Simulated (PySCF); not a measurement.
Shifts of the heteroatoms

Molfile (atoms numbered from 1):
```
C7H12OSi
     RDKit          3D

 21 21  0  0  0  0  0  0  0  0999 V2000
    2.4931    0.4891    0.7983 C   0  0  0  0  0  0  0  0  0  0  0  0
    2.0386   -0.5955   -0.1803 C   0  0  0  0  0  0  0  0  0  0  0  0
    0.5505   -0.5499   -0.3766 C   0  0  0  0  0  0  0  0  0  0  0  0
   -0.2905   -1.4641    0.0958 C   0  0  0  0  0  0  0  0  0  0  0  0
   -2.1554   -1.2564   -0.0393 Si  0  0  0  0  0  4  0  0  0  0  0  0
   -2.5006    0.5372    0.3854 C   0  0  0  0  0  0  0  0  0  0  0  0
   -1.6745    1.5792    0.2887 C   0  0  0  0  0  0  0  0  0  0  0  0
   -0.4606    1.6883   -0.2882 O   0  0  0  0  0  0  0  0  0  0  0  0
    0.0130    0.6453   -1.1252 C   0  0  0  0  0  0  0  0  0  0  0  0
    2.0506    0.3192    1.7773 H   0  0  0  0  0  0  0  0  0  0  0  0
    2.1833    1.4720    0.4521 H   0  0  0  0  0  0  0  0  0  0  0  0
    3.5763    0.4791    0.8986 H   0  0  0  0  0  0  0  0  0  0  0  0
    2.5371   -0.4437   -1.1422 H   0  0  0  0  0  0  0  0  0  0  0  0
    2.3288   -1.5764    0.2012 H   0  0  0  0  0  0  0  0  0  0  0  0
    0.1177   -2.3093    0.6344 H   0  0  0  0  0  0  0  0  0  0  0  0
   -2.6360   -1.6299   -1.3820 H   0  0  0  0  0  0  0  0  0  0  0  0
   -2.7967   -2.1137    0.9651 H   0  0  0  0  0  0  0  0  0  0  0  0
   -3.4492    0.7532    0.8572 H   0  0  0  0  0  0  0  0  0  0  0  0
   -1.9418    2.5515    0.6948 H   0  0  0  0  0  0  0  0  0  0  0  0
   -0.7969    0.3297   -1.7961 H   0  0  0  0  0  0  0  0  0  0  0  0
    0.8043    1.1122   -1.7194 H   0  0  0  0  0  0  0  0  0  0  0  0
  1  2  1  0
  2  3  1  0
  3  4  2  0
  4  5  1  0
  5  6  1  0
  6  7  2  0
  7  8  1  0
  8  9  1  0
  9  3  1  0
  1 10  1  0
  1 11  1  0
  1 12  1  0
  2 13  1  0
  2 14  1  0
  4 15  1  0
  5 16  1  0
  5 17  1  0
  6 18  1  0
  7 19  1  0
  9 20  1  0
  9 21  1  0
M  END
```

Method: geometry from GFN2-xTB, shieldings: GIAO PBE0/pcSseg-1, in PySCF 2.14.0 with density-fitted response routines (rapidly exchanging positions averaged, no relativistic terms, no solvent model, a single conformation).

Problem. Where does ²⁹Si resonate?

Solution. 
| atoms | environment | σ (ppm) | δ (ppm) |
| --- | --- | --- | --- |
| Si5 | silicon bonded to 2 C, 2 H, in a 7-membered ring | 416.3 | -62.2 |

Shieldings were converted by a linear fit to measured shifts: ²⁹Si: δ = 279.94 − 0.822σ (rms 8.9 ppm, 72 shifts, 25.8 ppm with the 6 outliers that the fit left out vs TMS, solution or neat liquid). A few per cent of atoms miss by over 2 rms, more outside the fitted compound classes.

On a 600 MHz spectrometer ²⁹Si resonates near 119.2 MHz, so 1 ppm is 119.2 Hz.

Problem. What are the ¹⁷O shifts?

Solution. 
```
atoms   environment  σ (ppm)  δ (ppm)
   O8  ether oxygen    184.1     99.0
```

Shieldings were converted by a linear fit to measured shifts: ¹⁷O (scatter 10.7 ppm rms, 12.2 ppm with the 3 outliers that the fit left out vs liquid water, solution or neat liquid). Occasional misses reach two or three times the rms, and more in compound classes unlike the fitted ones.

On a 400 MHz spectrometer ¹⁷O resonates near 54.2 MHz, so 1 ppm is 54.2 Hz.
